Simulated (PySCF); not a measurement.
**Exercise with solution: oscillator strength and radiative lifetime**

Te(I)(Et) (C2H5ITe), SMILES CC[Te]I.

Coordinates come from a PBE0-D3(BJ)/def2-SVP optimisation. The def2 effective core potentials stand for the cores of I, Te; spin–orbit coupling is left out. The values are those of a single conformer.

TDDFT-PBE/def2-SVPD (PySCF 2.14.0) puts the first singlet state with f over 0.02 at 5.47 eV (vertical), with the transition dipole (0.321, 0.300, 0.023) in atomic units.

Task: Find the oscillator strength, the wavelength and the radiative lifetime that this transition would have in vacuum if emission retraced absorption.

Result: 
|μ|² = 0.1936 au, so |μ| = 1.12 D. ΔE = 5.47/27.211 = 0.2010 hartree. f = (2/3) ΔE |μ|² = 0.026 (the program prints 0.026).
λ = 1239.84/5.47 = 227 nm; ν = 44119 cm⁻¹.
Einstein's coefficient A = 0.6670 ν² f s⁻¹ (ν in cm⁻¹) = 3.4e7 s⁻¹, so τ = 1/A = 30 ns. This state is S9; the lower singlets have f = 0.002, 0.005, 0.000, 0.000, 0.011, 0.017, 0.017, 0.004. The figure is the radiative limit of this one transition; relaxation, internal conversion, crossing to triplets and a medium change what is measured.
